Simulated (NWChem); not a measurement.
Species: BiCl₃; SMILES [Cl][Bi]([Cl])[Cl]

Computed with NWChem. Structure relaxed at the PBE0/def2-SVP level. def2 effective core potentials on Bi; no spin-orbit coupling. B3LYP is NWChem's, with the RPA form of VWN correlation. Ions are spin-unrestricted doublets at the neutral geometry; other ion states weren't tried.

Q: Order these by “−ε(HOMO) (eV)”, lowest first: BHandHLYP/def2-SVP; PBE/def2-SVP; B3LYP/def2-SVP.

A: PBE/def2-SVP (7.33), B3LYP/def2-SVP (8.26), BHandHLYP/def2-SVP (9.58)
